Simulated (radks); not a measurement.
Values are calculated unless marked as measured or tabulated.
Task: Ionisation of neutral lanthanum, [Xe] 5d1 6s2, to [Xe] 5d2 as the strength of local exchange is varied. Level of theory: Dirac Kohn-Sham, Slater X-alpha exchange (alpha = 2/3 is LDA exchange), no correlation, spin-unpolarised, spherical densities, point nucleus; open shells fill j = l - 1/2 first (a radial shooting solver on a logarithmic mesh with Libxc functionals).

| alpha | E(La) (hartree) | exchange (hartree) | IE (eV) | -e of the level emptied (eV) | <r> of it (bohr) |
|---|---|---|---|---|---|
| 0.594 | -8464.7190 | -170.5316 | 5.526 | 2.706 (6s1/2) | 4.602 |
| 0.653 | -8481.6733 | -187.8232 | 5.586 | 2.943 (6s1/2) | 4.522 |
| 0.667 | -8485.7010 | -191.9356 | 5.600 | 3.000 (6s1/2) | 4.503 |
| 0.91 | -8555.8969 | -263.8854 | 5.748 | 4.083 (6s1/2) | 4.202 |
| 0.991 | -8579.4156 | -288.1078 | 5.764 | 4.477 (6s1/2) | 4.111 |
| x | -8548.0707 | -255.8378 | 5.739 | 3.955 (6s1/2) | 4.233 |

Which alpha was used in the last row?

Result: alpha = 0.883. NIST Atomic Spectra Database: 5.577 eV (measured). The Delta-SCF value meets it near alpha = 0.64. Spin polarisation and multiplet splitting are left out, so open shells lie too high by an amount that depends on their filling.

Beside tabulated values, note that spin-unpolarised runs miss the spin-polarisation part of the exchange energy of open shells.
